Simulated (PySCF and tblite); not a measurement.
Results of a calculation; reference values are marked as such.
2 E/Z isomers of C₄H₂F₄O, numbered alike:

```
isomer                                                     SMILES  descriptors
     A  [O:1]=[CH:2]/[C:3]([F:4])=[CH:5]/[C:6]([F:7])([F:8])[F:9]        3=5 Z
     B  [O:1]=[CH:2]/[C:3]([F:4])=[CH:5]\[C:6]([F:7])([F:8])[F:9]        3=5 E
```

Each isomer is a Boltzmann average at 298.15 K over at most 6 conformers: GFN2-xTB geometries, energies B3LYP/def2-SVP (IEF-PCM, tetrahydrofuran) (D3(BJ) added where defined), GFN2-xTB thermal terms. Programs: PySCF with density fitting and tblite.

(1) Rank the isomers by free energy at 298.15 K.

(2) If they could interconvert freely, what would the mixture hold (chiral isomers as racemates)?

At least one structure keeps an imaginary mode at the tight-binding level. The search found a single conformer for at least one isomer; other rotamers may be missing.

Results:

(1) 
| isomer | ΔG (kcal/mol) | ΔE, lowest conformer | conformers | largest weight % | rms dipole (D) |
| --- | --- | --- | --- | --- | --- |
| A | 0.0 | 0.0 | 1 | 100 | 1.58 |
| B | 2.3 | 2.1 | 2 | 82 | 2.48 |

(2) A 98 %, B 2 %. A racemate gains RT ln 2.
